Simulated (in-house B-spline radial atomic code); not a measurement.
## RPA and G0W0 on CAM-B3LYP: H⁻

Configuration 1s2, mean-field start CAM-B3LYP. Computed with an all-electron radial atomic-structure program (B-spline basis): all electrons, non-relativistic, point nucleus, each spin shell either full or empty, empty states to l = 9 with an (l + 1/2)⁻⁴ tail; G0W0 by contour deformation at full frequency.

Command:
```bash
python run_gw.py task.json out
```
Settings (radii: box in bohr, nucleus in fm):
```
Z                        1
electrons                2
configuration            1s2
hamiltonian              nr
method                   camb3lyp
lmax                     9
spin_polarised           False
box_radius               60
intervals                43
ion_configuration        1s1
```

Cost of the run: 1.3 s on 1 thread of Arm Neoverse N1, on a shared host.

Energies (hartree):

| term | value |
| --- | --- |
| mean-field total | -0.53100 |
| Hartree-Fock functional on these orbitals | -0.48705 |
| direct second order | -0.077663 |
| second-order exchange | 0.038831 |
| SOSEX correction | 0.029486 |

What is the RPA correlation energy, and what remains with SOSEX?

RPA gives -0.058971 hartree (-0.802 eV per electron); RPA + SOSEX gives -0.029485, and the second-order doubles -0.038831 hartree (no singles). SOSEX takes back 50 % of the RPA value, the self-correlation of each of the two electrons.

Quasi-particle levels (eV):

```json
{"level": "1s", "occupied": "yes", "mean field": "-0.344", "Σx - vxc": "-0.95", "Σc": "?", "QP weight": "?", "G0W0": "?"}
```

G0W0 = mean field + (Σx - vxc) + Σc, with Σc (partial-wave tail included) taken at the quasi-particle energy.

Where does G0W0 put 1s?

At -0.734 eV, with Σc = 0.56 eV and a quasi-particle weight of 0.736. The tabulated removal energy is 0.754 eV (electron affinity of the neutral atom).

What does it cost to remove one electron (to 1s1) by differences of total energies, each species on its own start (correlation terms add to the Hartree-Fock functional)?

CAM-B3LYP 0.868 eV, Hartree-Fock functional -0.340 eV, + RPA 0.792 eV, + RPA + SOSEX 0.463 eV, + second order 0.717 eV. Tabulated: 0.754 eV (electron affinity of the neutral atom).
